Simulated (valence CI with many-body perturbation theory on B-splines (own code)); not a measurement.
# Hyperfine factors and g values of Bi LXXVI

Computed by configuration interaction combined with many-body perturbation theory (CI+MBPT): six valence electrons over a frozen Dirac-Fock core [He], radial functions for each j: 9 s, 9 p, 8 d, 6 f, 3 g, 1 h, with the one-electron correlation potential Σ1, the two-electron term Σ2, the three-electron term Σ3, Breit, model QED; selected CI, second order for the rest, scaled by the run's own slope (own B-spline code, finite nucleus).

The last digits are not significant, and no measured levels were compared; by estimate large intervals hold to a few tenths of a per cent, small ones and those within an open d or f shell to about a per cent. Among the levels kept, up to 1900 cm⁻¹ of a level comes from second order outside the variational space, and about a tenth of that is noise between levels of different J, which matters for small intervals.

A/g_I is the dipole constant over the nuclear g factor μ/I (μ in nuclear magnetons, uniformly magnetised nucleus), B/Q the quadrupole constant per barn. Both hold the static response of the core; the bare values leave it out. Large factors of s and p1/2 electrons are usually good to 5 to 10 %; those of open d and f shells near neutrality can be off by tens of per cent, and small factors of p3/2, d and f electrons come from cancelling terms and can be off by a factor of two or in sign, in half-filled shells by more. B is blank for J = 1/2, where it vanishes, and for nearly pure S terms. Energies count from the lowest level. Levels with J = 0 are left out.

Levels are named by their leading jj configuration (3d3/2^4 stands for four electrons in 3d with j = 3/2), which in mixed levels can hold well under half, so a name can repeat and another be missing. Letters in brackets count levels of one name in rising energy.

```tsv
Level	E (eV)	g	A/g_I (MHz)	A/g_I bare	B/Q (MHz/b)	B/Q bare
(2s^2 2p1/2^2 2p3/2^2) J=2	0	1.293	1190000	1220000	88400	88500
(2s^2 2p1/2 2p3/2^3) J=1	2396	1.461	-1800000	-1760000	-1210000	-1210000
(2s^2 2p1/2 2p3/2^3) J=2	2414	1.112	4210000	4210000	-2510000	-2510000
(2s 2p1/2^2 2p3/2^3) J=2	2885	1.452	1.07e+07	1.06e+07	-2410000	-2410000
(2s 2p1/2^2 2p3/2^3) J=1	2985	1.139	-8360000	-8220000	-1060000	-1060000
(2s 2p1/2 2p3/2^4) J=1	5338	1.257	2.63e+07	2.61e+07	-139000	-139000
(2s^2 2p1/2^2 2p3/2 3s) J=2	10888	1.469	3710000	3700000	2390000	2400000
(2s^2 2p1/2^2 2p3/2 3s) J=1	10898	1.125	-1310000	-1260000	1210000	1210000
(2s^2 2p1/2^2 2p3/2 3p1/2) J=1	11035	1.456	518000	553000	1190000	1190000
(2s^2 2p1/2^2 2p3/2 3p1/2) J=2	11036	1.136	1870000	1890000	2370000	2370000
(2s^2 2p1/2^2 2p3/2 3p3/2) J=3	11723	1.307	774000	791000	3120000	3120000
(2s^2 2p1/2^2 2p3/2 3p3/2) J=1	11724	1.315	770000	788000	-1240000	-1240000
(2s^2 2p1/2^2 2p3/2 3p3/2) J=2	11758	1.302	776000	793000	39600	39700
(2s^2 2p1/2^2 2p3/2 3d3/2) J=2	11862	1.025	698000	711000	-1460	-1440
(2s^2 2p1/2^2 2p3/2 3d3/2) J=3	11871	1.051	696000	709000	2490000	2490000
(2s^2 2p1/2^2 2p3/2 3d3/2) J=1	11876	1.055	694000	707000	-1010000	-1010000
(2s^2 2p1/2^2 2p3/2 3d5/2) J=4	12030	1.226	492000	501000	2520000	2520000
(2s^2 2p1/2^2 2p3/2 3d5/2) J=2	12043	1.207	164000	166000	-1660000	-1670000
(2s^2 2p1/2^2 2p3/2 3d5/2) J=3	12061	1.203	404000	411000	-471000	-471000
(2s^2 2p1/2^2 2p3/2 3d5/2) J=1	12076	1.083	-774000	-792000	276000	276000
(2s^2 2p1/2 2p3/2^2 3s) J=2 [a]	13268	1.568	1690000	1690000	123000	123000
(2s^2 2p1/2 2p3/2^2 3s) J=1 [a]	13282	1.288	-4330000	-4260000	32700	32800
(2s^2 2p1/2 2p3/2^2 3s) J=3	13292	1.288	4900000	4900000	-5100	-5110
(2s^2 2p1/2 2p3/2^2 3s) J=2 [b]	13303	1.008	2590000	2610000	-32500	-32500
(2s^2 2p1/2 2p3/2^2 3s) J=1 [b]	13362	1.288	1.23e+07	1.22e+07	-16100	-16100
(2s^2 2p1/2 2p3/2^2 3p1/2) J=1 [a]	13411	1.624	-2490000	-2440000	48200	48300
(2s^2 2p1/2 2p3/2^2 3p1/2) J=2 [a]	13419	1.183	1820000	1840000	11900	11900
(2s^2 2p1/2 2p3/2^2 3p1/2) J=3	13435	1.067	3680000	3690000	-21600	-21600
(2s^2 2p1/2 2p3/2^2 3p1/2) J=2 [b]	13486	1.286	1850000	1870000	71500	71600
(2s^2 2p1/2 2p3/2^2 3p1/2) J=1 [b]	13499	0.621	8620000	8590000	-3780	-3790
(2s 2p1/2^2 2p3/2^2 3s) J=3	13690	1.518	9220000	9160000	233000	234000
(2s 2p1/2^2 2p3/2^2 3s) J=2 [a]	13725	1.353	9200000	9150000	117000	117000
```

Q: Take the isotope of mass number 209, with I = 9/2, μ = 4.092 μN, leaving out the quadrupole term. What is the hyperfine structure of (2s 2p1/2^2 2p3/2^3) J=1?

A: From the table A = -7610000 MHz. Shifts from the centre of gravity in MHz: F = 7/2: 4.19e+07, F = 9/2: 7610000, F = 11/2: -3.42e+07.
